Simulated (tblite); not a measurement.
C5H3FOP2.
Structure used (GFN2-xTB), in Å, numbered top down from 1:
```xyz
12
C5H3FOP2 angstrom
O     -2.3452   -1.9733   -0.3286
C     -2.0587   -0.8147   -0.1389
C     -0.6675   -0.3787   -0.0659
P      0.4342   -1.7308   -0.2840
C      1.9755   -0.9591   -0.1524
P      2.4532    0.6816    0.1143
C      0.9312    1.5068    0.2430
C     -0.3229    0.9523    0.1515
F     -1.3538    1.8209    0.2918
H     -2.8313   -0.0394   -0.0131
H      2.8140   -1.6414   -0.2594
H      0.9725    2.5751    0.4156
```

Level: GFN2-xTB in tblite, geometry and Hessian alike; calculated harmonic values, unscaled, isolated species. The method is semi-empirical: single wavenumbers can be off by several per cent or more. One conformer, not necessarily the lowest.

Harmonic wavenumbers (cm⁻¹): 68.1, 136.7, 161.5, 170.9, 283.0, 295.6, 313.1, 369.5, 374.1, 545.2, 565.1, 588.7, 692.8, 760.0, 767.5, 814.6, 897.5, 919.7, 988.6, 1044.3, 1163.4, 1183.0, 1239.2, 1359.4, 1407.9, 1479.9, 1705.6, 2835.0, 3009.2, 3057.8.

A = 1846, B = 1067, C = 676.1 MHz; mass 159.964 u (most abundant isotopes); point group Cs, symmetry number 1.

Task: What is the zero-point energy?

Result: Half the sum of the wavenumbers: 14598 cm⁻¹ = 174.64 kJ/mol.

Task: Give the ideal-gas entropy at 350 K and 1 bar in the rigid-rotor, harmonic-oscillator model (classical rotation).

Result: Translation 175.48, rotation 126.97, vibration 108.15: S = 410.6 J/(mol K).

Task: And Cp and H(350 K) − H(0)?

Result: Cp = 151.11 J/(mol K), of which vibrations give 117.85 (their classical limit is 30 R = 249.4); H(350 K) − H(0) = 32.60 kJ/mol without the zero-point energy, 20.96 from vibrations.

Task: Blend soft modes into free rotors: weight 1/[1 + (100 cm⁻¹/ν̃)⁴] for the oscillator and the rest for a rotor with moment μB/(μ + B), μ = h/(8π²ν), B = 10⁻⁴⁴ kg m². What vibrational entropy results?

Result: 103.64 J/(mol K) in place of 108.15, which changes −T·S at 350 K by +1.58 kJ/mol.

Task: What must be added to the electronic energy to get the Gibbs energy at 350 K and 1 bar?

Result: ZPE + [H(350 K) − H(0)] − T·S = 174.64 + 32.60 − 143.71 = 63.53 kJ/mol.

Task: How do the functions run with temperature in this model?

Result: 
```tsv
T (K)	S (J/(mol K))	Cp (J/(mol K))	H − H(0) (kJ/mol)	G − H(0) (kJ/mol)	ln q(vib)
150	312.5	86.4	8.53	-38.34	1.76
250	364.9	121.2	18.94	-72.29	3.75
298.15	387.6	136.3	25.14	-90.41	4.74
400	431.6	163.8	40.48	-132.17	6.83
600	505.8	201.2	77.31	-226.16	10.80
900	593.8	231.9	142.78	-391.68	16.19
```

q(vib) and H(0) count from the zero-point level.

Hindered rotation and anharmonicity are outside this model. Other conformers, if any are populated, would add a mixing term that is left out.
